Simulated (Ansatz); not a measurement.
Reaction (substitution at a C–Sn bond): `C#[C][SnH]([CH3])[F]` + `OC(F)F` → `COC(F)F` + `C#[C][SnH2][F]`

Program: Ansatz. Geometries: PBE0-D4/def2-TZVP. ΔE: electronic, gas phase. CCSD(T)/CBS is the MP2 limit (def2-TZVPP, def2-QZVPP) plus CCSD(T) − MP2 in def2-TZVPP, frozen cores. DFT in def2-TZVPP. B3LYP here is the variant with VWN-RPA as its local correlation; programs differ in this. HSE06 is defined as in plane-wave codes. Elements past krypton have def2 core potentials. For Sn outer-core shells are correlated without core-valence functions, which leaves a few kJ/mol of doubt a bond. Each species was taken in one conformer, which may not be the lowest.

| level | ΔE (kJ/mol) | difference from CCSD(T)/CBS |
| --- | --- | --- |
| LDA (SPW92) | 81.9 | -14.5 |
| PBE-D4 | 88.7 | -7.7 |
| revPBE-D4 | 87.3 | -9.1 |
| BLYP-D4 | 84.7 | -11.7 |
| r2SCAN-D4 | 87.8 | -8.6 |
| B97M-V | 78.6 | -17.8 |
| PBE0-D4 | 89.0 | -7.4 |
| B3LYP-D4 | 85.1 | -11.3 |
| r2SCANh-D4 | 88.3 | -8.1 |
| r2SCAN0-D4 | 88.7 | -7.7 |
| HSE06-D4 | 89.2 | -7.2 |
| BHLYP-D4 | 83.9 | -12.5 |
| CAM-B3LYP-D4 | 81.9 | -14.5 |
| ωB97M-V | 87.9 | -8.5 |
| B2PLYP | 88.3 | -8.1 |
| PBE | 87.8 | -8.6 |
| revPBE | 89.3 | -7.1 |
| BLYP | 83.5 | -12.9 |
| PBE0 | 88.1 | -8.3 |
| B3LYP | 83.5 | -12.9 |
| r2SCANh | 87.9 | -8.5 |
| r2SCAN0 | 88.3 | -8.1 |
| HSE06 | 88.2 | -8.2 |
| BHLYP | 81.3 | -15.1 |
| CAM-B3LYP | 80.8 | -15.6 |
| LC-ωPBE | 87.5 | -8.9 |
| RPA@PBE/def2-TZVPP | 83.1 | -13.3 |
| MP2/def2-SVP | 83.0 | -13.4 |
| CCSD/def2-SVP | 73.9 | -22.5 |
| CCSD(T)/def2-SVP | 74.0 | -22.4 |
| HF/def2-TZVPP | 74.5 | -21.9 |
| MP2/def2-TZVPP | 99.8 | 3.4 |
| SCS-MP2/def2-TZVPP | 91.7 | -4.7 |
| CCSD/def2-TZVPP | 89.0 | -7.4 |
| HF/def2-QZVPP | 74.2 | -22.2 |
| MP2/def2-QZVPP | 103.1 | 6.7 |
| SCS-MP2/def2-QZVPP | 94.9 | -1.5 |
| HF/CBS(def2) | 74.2 | -22.2 |
| MP2/CBS(def2) | 105.7 | 9.3 |
| CCSD/CBS(def2) | 94.9 | -1.5 |
| CCSD(T)/CBS | 96.4 | 0 |

What do rigid-rotor, harmonic-oscillator terms from PBE0-D4/def2-TZVP frequencies (298.15 K, 1 bar) make of the CCSD(T)/CBS value? (Best estimate.)

Computed: ΔZPE = -2.9 kJ/mol, ΔH = +91.7 kJ/mol, ΔS = -13 J/(mol·K), ΔG = +95.7 kJ/mol.

Largest T1 diagnostic among the species: 0.014.

At CCSD(T), def2-SVP lies −22.4 kJ/mol from the extrapolated value and def2-TZVPP −5.8 kJ/mol. Leaving LDA and LC-ωPBE aside and taking each functional with its dispersion term where it has one, the values, not all of them listed here, spread over 13.4 kJ/mol, from B97M-V to PBE-QIDH. LDA lies −5.9 kJ/mol from PBE without D4.
